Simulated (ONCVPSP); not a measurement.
# How hard is this cobalt ONCV potential?

Co (Z = 27), optimised norm-conserving Vanderbilt (ONCV), made with ONCVPSP 4.0.1 (LDA (Perdew-Wang 92), scalar-relativistic). Core [Ne], reference 3s2 3p6 3d7 4s1.75 4p0.25. Waves: 3s+4s: rc 1.45 bohr, ncon 3, nbas 6, qcut 7.7 1/bohr, 2 projectors; 3p+4p: rc 1.70 bohr, ncon 5, nbas 9, qcut 6.8 1/bohr, 2 projectors; 3d: rc 1.50 bohr, ncon 4, nbas 8, qcut 12.3 1/bohr, 2 projectors, debl 2.7 Ha. Local part: polynomial inside 1.30 bohr (lpopt 5, dvloc0 1 Ha). Core correction: none.

Problem. For each optimised wave give the share of its norm inside rc, the residual kinetic energy above qcut (Ha) and the cutoffs (Ha) for errors of 10, 1, 0.1 and 0.01 mHa per electron.

Solution.

```json
{"wave": "3s", "norm inside rc": "0.974", "residual KE": "2.3e-06", "10 mHa": "10.6", "1 mHa": "13.6", "0.1 mHa": "16.4", "0.01 mHa": "24.6"}
{"wave": "4s", "norm inside rc": "0.063", "residual KE": "4.9e-06", "10 mHa": "7.7", "1 mHa": "10.8", "0.1 mHa": "21.3", "0.01 mHa": "27.7"}
{"wave": "3p", "norm inside rc": "0.982", "residual KE": "1.3e-03", "10 mHa": "19.1", "1 mHa": "24.1", "0.1 mHa": "80.4", "0.01 mHa": "94.0"}
{"wave": "4p", "norm inside rc": "0.036", "residual KE": "1.8e-04", "10 mHa": "13.6", "1 mHa": "19.4", "0.1 mHa": "24.8", "0.01 mHa": "64.5"}
{"wave": "3d", "norm inside rc": "0.810", "residual KE": "1.2e-07", "10 mHa": "43.0", "1 mHa": "51.4", "0.1 mHa": "58.6", "0.01 mHa": "64.2"}
{"wave": "d projector 2", "norm inside rc": "0.118", "residual KE": "2.3e-07", "10 mHa": "43.3", "1 mHa": "53.3", "0.1 mHa": "61.3", "0.01 mHa": "67.4"}
```

The occupied waves need 51 Ha and 80 Ha for 1 and 0.1 mHa. 1 of 4 tests not solved or not reliable.
